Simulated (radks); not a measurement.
Question: Radial electron density D(r) = 4 pi r^2 rho(r) of an atom or ion with 7 electrons. Calculated with a radial shooting solver on a logarithmic mesh with Libxc functionals: non-relativistic Kohn-Sham, r2SCAN, spin-polarised, spherical densities, point nucleus; meta-GGA in the generalised Kohn-Sham scheme.

r (bohr),D(r) (e/bohr),spin D(r)
0.0172,1.236,0.000327
0.01893,1.452,0.000422
0.021,1.723,0.000562
0.0233,2.035,0.000757
0.02586,2.394,0.00103
0.02846,2.768,0.00138
0.03158,3.223,0.00190
0.03505,3.729,0.00265
0.03889,4.286,0.00371
0.04315,4.890,0.00521
0.0475,5.483,0.00716
0.0527,6.152,0.0101
0.05848,6.834,0.0143
0.06489,7.508,0.0202
0.07142,8.101,0.0278
0.07925,8.683,0.0390
0.08794,9.171,0.0546
0.09758,9.530,0.0760
0.1083,9.729,0.105
0.1192,9.747,0.141
0.1322,9.572,0.192
0.1467,9.191,0.259
0.1628,8.619,0.346
0.1792,7.950,0.447
0.1989,7.122,0.583
0.2207,6.254,0.750
0.2448,5.424,0.951
0.2717,4.709,1.19
0.2991,4.211,1.44
0.3318,3.889,1.74
0.3682,3.810,2.05
0.4086,3.953,2.37
0.4497,4.240,2.66
0.499,4.640,2.93
0.5537,5.039,3.13
0.6144,5.342,3.24
0.6817,5.471,3.23
0.7504,5.395,3.11
0.8327,5.089,2.88
0.9239,4.571,2.55
1.025,3.898,2.15
1.128,3.203,1.75
1.252,2.445,1.33
1.389,1.751,0.957
1.542,1.170,0.642
1.711,0.7247,0.402
1.883,0.4332,0.243
2.089,0.2277,0.130
2.318,0.1087,0.0635
2.572,0.04669,0.0281
2.832,0.01935,0.0120
3.142,0.006615,0.00426
3.486,0.001976,0.00133

What is the nuclear charge?

Answer: Z = 9. The innermost maximum, from 1s, lies near 1/Z = 0.111 bohr (found: 0.115), and its height grows with Z. The density is that of the fluorine ion F2+ in [He] 2s2 2p3; the configuration itself is not fixed sharply by these data. D(r) has 2 maxima, at r = 0.115, 0.687 bohr, and minima at 0.362 bohr, inside which lie 2.20 electrons.
